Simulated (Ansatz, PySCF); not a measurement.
Process, species as SMILES: [BH3-]C#[O+] → [BH2-2]C#[O+] + H+
Structures are relaxed separately at B3LYP-D3(BJ)/def2-TZVP in Ansatz (a program for electronic structure).

Property: gas-phase deprotonation energy (enthalpy at 298 K, with B3LYP-D3(BJ) rigid-rotor harmonic-oscillator terms from PySCF), in kJ/mol. Cores are frozen in the correlated levels unless marked. No spin-orbit coupling. No relativistic terms. Anions need diffuse functions: aug- sets have them; def2-D sets add few; the other sets have none. Basis-set limits of correlation are two-point, X^-3; Hartree-Fock from the larger set. [CCSD(T)-MP2]/basis is that difference in the basis named.

```
level                                                                 program  gas-phase deprotonation energy (kJ/mol)
-------------------------------------------------------------  --------------  ---------------------------------------
HF/6-31G                                                               Ansatz                                   1543.2
HF/aug-cc-pVTZ                                                         Ansatz                                   1553.5
HF/cc-pVTZ                                                             Ansatz                                   1564.7
HF-D3(BJ)/def2-TZVPD                                            PySCF + dftd3                                   1570.5
r2SCAN-D3(BJ)/def2-TZVPD                                       Ansatz + dftd3                                   1529.4
PBE0/6-31G*                                                            Ansatz                                   1575.4
BHLYP-D4/def2-TZVPD                                            Ansatz + dftd4                                   1533.9
r2SCAN0-D4/def2-TZVPD                                          Ansatz + dftd4                                   1530.6
LC-wPBE-D3(BJ)/def2-TZVPD                                      Ansatz + dftd3                                   1538.6
LC-wPBE-D4/def2-TZVPD                                          Ansatz + dftd4                                   1536.7
MP2/cc-pwCVTZ                                                          Ansatz                                   1543.4
SCS-MP2/cc-pVTZ                                                        Ansatz                                   1553.3
CCSD(T)/aug-cc-pVTZ                                                    Ansatz                                   1526.1
CCSD(T)/cc-pwCVTZ                                                      Ansatz                                   1546.0
RI-MP2/CBS(aug-cc-pVTZ,aug-cc-pVQZ)+[CCSD(T)-MP2]/aug-cc-pVTZ          Ansatz                                   1524.1
```
